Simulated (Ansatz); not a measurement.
C3H9NSi (`C=C[SiH2]CN`). The species carries charge 0 and has multiplicity 1.

```xyz
14

C     2.1297   -1.0443    0.8948
C     1.3368   -0.0489    0.5053
Si    0.1613   -0.1841   -0.9330
C    -1.6292    0.0226   -0.3596
N    -1.9221    1.3060    0.2871
H     2.1431   -1.9989    0.3756
H     2.8036   -0.9530    1.7425
H     1.3848    0.8835    1.0678
H     0.4452    0.9090   -1.9100
H     0.3902   -1.5016   -1.5945
H    -2.3049   -0.1006   -1.2126
H    -1.8894   -0.7832    0.3341
H    -1.3675    1.4165    1.1271
H    -1.6815    2.0772   -0.3246
```

(1) Give the diagnostics of a CCSD(T)/def2-TZVPP run (frozen core, the Gaussian-basis code of Ansatz). (Estimate.)

Answers

(1) Ansatz gave: T1 = 0.0110, largest single amplitude 0.015, largest double 0.054, (T) share of the correlation energy 4.0 %, 9 CCSD cycles. The RHF solution is stable towards an unrestricted one. T1 lies under the customary mark of 0.02 for closed shells.
